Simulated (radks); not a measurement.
The nuclear charge of neutral boron is varied continuously with 5 electrons held in [He] 2s2 2p1. All-electron calculation, scalar-relativistic Kohn-Sham, r2SCAN, spin-polarised, spherical densities, finite nucleus; open shells are filled with parallel spins first; meta-GGA in the generalised Kohn-Sham scheme; Fermi nuclear charge, rms radius 2.406 fm. Program: a radial shooting solver on a logarithmic mesh with Libxc functionals. By the Hellmann-Feynman theorem dE/dZ = E(electron-nucleus)/Z, the electronic potential at the nucleus (averaged over a nucleus of fixed radius). The scalar-relativistic energy here is not variational (the density holds large components alone), so the two differ by a part that grows with Z.

| Z | E (hartree) | E(electron-nucleus)/Z (hartree) | HOMO | e(HOMO) (eV) | <r> HOMO (bohr) |
|---|---|---|---|---|---|
| 4.8 | -22.40792 | -10.8285 | 2p | -2.174 | 2.527 |
| 5 | -24.62923 | -11.3840 | 2p | -4.029 | 2.242 |
| 5.2 | -26.96152 | -11.9384 | 2p | -6.192 | 2.026 |
| 5.4 | -29.40463 | -12.4921 | 2p | -8.652 | 1.853 |
| 5.6 | -31.95845 | -13.0454 | 2p | -11.403 | 1.711 |
| 5.8 | -34.62292 | -13.5985 | 2p | -14.441 | 1.591 |
| 6 | -37.39797 | -14.1513 | 2p | -17.764 | 1.488 |

The central difference of E at Z = 5 is -11.384 hartree, to compare with the third column; the second derivative is -2.77 hartree.
